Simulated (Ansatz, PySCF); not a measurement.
hexa-1,2-dien-5-yne (C6H6), SMILES C#CCC=C=C. Atoms are numbered in the order given.

```xyz
12

C     -2.5372     1.3840     0.5560
C     -1.7824     0.5428     0.1276
C     -0.8546    -0.4827    -0.3745
C      0.4150    -0.5678     0.4515
C      1.6194    -0.4328    -0.0480
C      2.8198    -0.2958    -0.5553
H     -3.2097     2.1343     0.9331
H     -1.3693    -1.4591    -0.3606
H     -0.6028    -0.2698    -1.4251
H      0.3003    -0.7491     1.5272
H      3.3765    -1.1601    -0.9340
H      3.3000     0.6875    -0.6105
```
Charge 0, spin multiplicity 1.

Geometry optimised at ωB97X-D3(BJ)/def2-SVP. The values are those of a single conformer.

Two levels are set side by side: PBE-D3(BJ)/def2-SVP (Ansatz, a first-principles code) and ωB97X-D3(BJ)/def2-SVP (PySCF). Each level has its own optimised geometry; the coordinates shown are those of the second. Frequencies come from the Hessian of PySCF at each geometry. Differences are taken from unrounded values.

| quantity | ωB97X-D3(BJ) | PBE-D3(BJ) | PBE-D3(BJ) minus ωB97X-D3(BJ) |
|---|---|---|---|
| mean bond length (Å) | 1.217 | 1.224 | 0.007 |
| bond C1–C2 (Å) | 1.209 | 1.222 | 0.014 |
| bond C2–C3 (Å) | 1.471 | 1.463 | -0.008 |
| bond C3–C4 (Å) | 1.517 | 1.522 | 0.005 |
| bond C4–C5 (Å) | 1.311 | 1.318 | 0.007 |
| bond C5–C6 (Å) | 1.310 | 1.317 | 0.006 |
| bond C1–H7 (Å) | 1.076 | 1.081 | 0.005 |
| bond C3–H8 (Å) | 1.104 | 1.114 | 0.010 |
| bond C3–H9 (Å) | 1.101 | 1.111 | 0.009 |
| bond C4–H10 (Å) | 1.097 | 1.105 | 0.008 |
| bond C6–H11 (Å) | 1.096 | 1.104 | 0.008 |
| bond C6–H12 (Å) | 1.096 | 1.104 | 0.008 |
| highest harmonic wavenumber (cm⁻¹) | 3486 | 3409 | -76 |
| mean harmonic wavenumber (cm⁻¹) | 1388 | 1326 | -62 |
| zero-point energy (kcal/mol) | 59.55 | 56.87 | -2.68 |

Exact exchange shortens and stiffens bonds; PBE has none. Differences between two approximate levels are no errors against the true value.
